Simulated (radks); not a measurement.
Hg IV, configuration [Kr] 4d10 4f14 5s1 5p6 5d9 5f1 (not the ground configuration). Calculated with a radial shooting solver on a logarithmic mesh with Libxc functionals: scalar-relativistic Kohn-Sham, B86b exchange with PBE correlation, spin-polarised, spherical densities, point nucleus; open shells are filled with parallel spins first (spin-orbit coupling, left out, can overturn this in heavy ions).

Normalised radial functions P(r) = r R(r), r in bohr:

| r | 4f down | 5p down | 5d down |
|---|---|---|---|
| 0.001173 | 0.0000 | 0.0034 | 0.0000 |
| 0.001881 | 0.0000 | 0.0074 | 0.0001 |
| 0.003015 | 0.0000 | 0.0159 | 0.0002 |
| 0.004795 | 0.0000 | 0.0335 | 0.0006 |
| 0.007688 | 0.0001 | 0.0690 | 0.0023 |
| 0.01232 | 0.0003 | 0.1331 | 0.0076 |
| 0.0196 | 0.0017 | 0.2255 | 0.0240 |
| 0.03143 | 0.0086 | 0.3059 | 0.0694 |
| 0.05038 | 0.0396 | 0.2372 | 0.1681 |
| 0.08013 | 0.1506 | -0.1047 | 0.2983 |
| 0.1285 | 0.4624 | -0.4347 | 0.2903 |
| 0.2059 | 1.0205 | -0.0053 | -0.0931 |
| 0.3275 | 1.4638 | 0.6375 | -0.4850 |
| 0.5251 | 1.2664 | -0.1149 | -0.0672 |
| 0.8419 | 0.6079 | -1.1413 | 0.7867 |
| 1.339 | 0.1456 | -0.7831 | 0.9155 |
| 2.147 | 0.0127 | -0.1572 | 0.4184 |
| 3.441 | 0.0002 | -0.0071 | 0.0705 |
| 5.473 | 0.0000 | 0.0000 | 0.0028 |
| 8.775 | 0.0000 | 0.0000 | 0.0000 |

4f down: eigenvalue -142.52 eV, 0 radial nodes, <r> = 0.480 bohr, 90 % of the charge inside 0.766 bohr. 5p down: eigenvalue -109.35 eV, 3 radial nodes at r = 0.0716, 0.207, 0.504 bohr, <r> = 1.02 bohr, 90 % of the charge inside 1.47 bohr. 5d down: eigenvalue -49.503 eV, 2 radial nodes at r = 0.189, 0.545 bohr, <r> = 1.33 bohr, 90 % of the charge inside 1.99 bohr.
